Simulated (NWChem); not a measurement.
C₅H₅N; SMILES C(/N=C/C#C)=C

```xyz
11

C      0.3314     3.0914     0.0000
C     -0.0231     1.9339     0.0000
C     -0.5134     0.5964     0.0000
N      0.2743    -0.4222     0.0000
C     -0.3184    -1.6837     0.0000
C      0.4268    -2.7973     0.0000
H      0.6711     4.1024     0.0000
H     -1.6088     0.4864     0.0000
H     -1.4135    -1.7422     0.0000
H     -0.0312    -3.7808     0.0000
H      1.5105    -2.7347     0.0000
```
Atoms are numbered in this order, from 1.

Computed with NWChem. Pople sets run with spherical d functions. STO-3G and 3-21G are far too small for this property and stand as cheap habits. Structure relaxed at the B3LYP/6-31G* (spherical d) level. GIAO values for the isolated, static molecule; σ is the absolute isotropic shielding, δ = σ(reference) − σ with the isolated reference molecule computed at the same levels (13C: tetramethylsilane, 1H: tetramethylsilane).

Question: Order these runs by computing time, cheapest first, and give rough ratios: Hartree-Fock/STO-3G; Hartree-Fock/6-31G*; B3LYP/6-311G**.

Answer: Hartree-Fock/STO-3G (1), Hartree-Fock/6-31G* (8), B3LYP/6-311G** (30). Ratios are rough, from one shared machine; the cheapest took about 7 core-seconds (a rough figure). What differs between the cheapest and the dearest: δ C2 (ppm) 56.6 → 84.6; δ C3 (ppm) 130.3 → 147.3; δ C5 (ppm) 131.7 → 156.1; δ C6 (ppm) 118.4 → 126.5.
